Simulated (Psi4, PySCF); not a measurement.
Here is a job for Psi4.
```
memory 2 GB

molecule mol {
0 6
  Mn    0.000000    0.000000    0.000000
}

set basis 6-31g**
set reference uks
set scf_type pk
set puream true
set d_convergence 1e-8
set dft_radial_points 99
set dft_spherical_points 590

energy('pbe')
print_variables()
```

### Question
Convert this to an input for PySCF.

### Answer
One answer among several that fit: 
```python
from pyscf import gto, scf, dft

mol = gto.M(
    atom='''
Mn    0.00000000    0.00000000    0.00000000
''',
    basis='6-31g**',
    spin=5,
    verbose=4,
)

mf = dft.UKS(mol)
mf.xc = 'pbe'
mf.grids.atom_grid = (99, 590)
mf.grids.prune = None
mf.kernel()
```

Both were run: Psi4 gave -1150.574216 Eh and PySCF -1150.574215 Eh, 0.001 mEh apart.
